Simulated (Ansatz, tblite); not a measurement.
Bond stretch in SeH, doublet.

Levels: GFN2-xTB, 300 K electronic temperature (tblite); ROCCSD(T) = CCSD(T) on ROHF/cc-pVDZ, cores with 3d frozen run with Ansatz (an electronic-structure program); UMP2 = MP2 on UHF/cc-pVDZ, cores with 3d frozen (Ansatz); UKS-PBE = unrestricted PBE/cc-pVDZ run with Ansatz.

Energies are in kcal/mol, each relative to the lowest point of its own curve near equilibrium.

```json
[
 {"R / Å": "1.17", "GFN2-xTB": "28.0", "ROCCSD(T)": "40.9", "UMP2": "39.9", "UKS-PBE": "42.3"},
 {"R / Å": "1.24", "GFN2-xTB": "12.6", "ROCCSD(T)": "21.4", "UMP2": "20.7", "UKS-PBE": "22.7"},
 {"R / Å": "1.32", "GFN2-xTB": "3.7", "ROCCSD(T)": "8.2", "UMP2": "7.6", "UKS-PBE": "9.1"},
 {"R / Å": "1.37", "GFN2-xTB": "1.1", "ROCCSD(T)": "3.5", "UMP2": "(withheld)", "UKS-PBE": "4.2"},
 {"R / Å": "1.42", "GFN2-xTB": "0.0", "ROCCSD(T)": "0.9", "UMP2": "0.7", "UKS-PBE": "(withheld)"},
 {"R / Å": "1.47", "GFN2-xTB": "0.0", "ROCCSD(T)": "0.0", "UMP2": "0.0", "UKS-PBE": "0.0"},
 {"R / Å": "1.51", "GFN2-xTB": "0.6", "ROCCSD(T)": "0.2", "UMP2": "0.4", "UKS-PBE": "0.0"},
 {"R / Å": "1.54", "GFN2-xTB": "1.2", "ROCCSD(T)": "0.8", "UMP2": "1.2", "UKS-PBE": "0.4"},
 {"R / Å": "1.63", "GFN2-xTB": "4.2", "ROCCSD(T)": "4.5", "UMP2": "5.3", "UKS-PBE": "3.5"},
 {"R / Å": "1.70", "GFN2-xTB": "7.3", "ROCCSD(T)": "8.6", "UMP2": "10.0", "UKS-PBE": "7.2"},
 {"R / Å": "1.81", "GFN2-xTB": "12.8", "ROCCSD(T)": "16.3", "UMP2": "19.1", "UKS-PBE": "14.6"},
 {"R / Å": "1.96", "GFN2-xTB": "(withheld)", "ROCCSD(T)": "27.6", "UMP2": "35.7", "UKS-PBE": "25.9"},
 {"R / Å": "2.23", "GFN2-xTB": "37.1", "ROCCSD(T)": "—", "UMP2": "(withheld)", "UKS-PBE": "46.0"},
 {"R / Å": "2.46", "GFN2-xTB": "(withheld)", "ROCCSD(T)": "—", "UMP2": "61.9", "UKS-PBE": "59.9"},
 {"R / Å": "2.63", "GFN2-xTB": "(withheld)", "ROCCSD(T)": "—", "UMP2": "64.4", "UKS-PBE": "66.6"},
 {"R / Å": "2.91", "GFN2-xTB": "67.8", "ROCCSD(T)": "—", "UMP2": "66.4", "UKS-PBE": "72.5"},
 {"R / Å": "3.23", "GFN2-xTB": "75.8", "ROCCSD(T)": "—", "UMP2": "67.3", "UKS-PBE": "75.5"},
 {"R / Å": "3.63", "GFN2-xTB": "81.3", "ROCCSD(T)": "—", "UMP2": "67.7", "UKS-PBE": "77.0"},
 {"R / Å": "3.97", "GFN2-xTB": "83.1", "ROCCSD(T)": "—", "UMP2": "67.9", "UKS-PBE": "77.5"},
 {"R / Å": "4.44", "GFN2-xTB": "83.8", "ROCCSD(T)": "—", "UMP2": "67.9", "UKS-PBE": "77.8"},
 {"R / Å": "5.26", "GFN2-xTB": "84.0", "ROCCSD(T)": "—", "UMP2": "67.9", "UKS-PBE": "77.9"}
]
```

### Question
Some entries are withheld; supply them.

### Answer

- 1.37, UMP2: 3.1
- 1.42, UKS-PBE: 1.3
- 1.96, GFN2-xTB: 21.2
- 2.23, UMP2: 55.1
- 2.46, GFN2-xTB: 49.6
- 2.63, GFN2-xTB: 57.4

Dashes: no converged value, or the column stops at the first point that the program doubted or that broke a chosen test of continuity, which isn't proof of a fault.

The scan ran from 1.17 to 5.97 Å; beyond the distances shown full CI changes its symmetry label. The T1 diagnostic of CCSD on the restricted reference of ROCCSD(T) exceeds 0.045 at 2.46 to 2.63 Å. The unrestricted determinant behind UMP2 is spin-contaminated at 1.96 to 5.26 Å (<S²> up to 1.8, against 0.75 for a pure doublet). The unrestricted determinant behind UKS-PBE is spin-contaminated at 2.46 to 5.26 Å (<S²> up to 1.8, against 0.75 for a pure doublet).
